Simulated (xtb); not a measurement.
B(CF3)(H)(OH) (CH₂BF₃O), SMILES FC(F)(BO)F. All values are semi-empirical tight-binding results from xtb (GFN2-xTB unless named), good for trends rather than for accurate numbers. The structure is a stationary point at GFN2-xTB. One conformer was computed; it need not be the lowest.

The point group as xtb finds it comes out as Cs and the orbital gap comes out as 5.13 eV. The dipole moment is 3.03 D, the zero-point energy is 24.9 kcal/mol and the G − E(el) at 298.15 K (modified RRHO) is 5.9 kcal/mol. The static polarisability (D4 model) comes out as 36.4 bohr³. The solvation energy, GFN2-xTB/ALPB(water) comes out as -6.4 kcal/mol and the solvation energy, GFN2-xTB/ALPB(benzene) is -3.8 kcal/mol.

Computed IR lines (harmonic; lines under 4 % of the strongest left out, lines within 3 cm⁻¹ merged):
ν (cm⁻¹): 232 (w), 363 (w), 451 (w), 577 (w), 694 (s), 718 (w), 938 (w), 1017 (vs), 1030 (s), 1057 (s), 1154 (w), 1409 (s), 2698 (m), 3512 (w) (against the strongest line: vs over 80 %, s over 45 %, m over 15 %, w over 4 %, vw less)
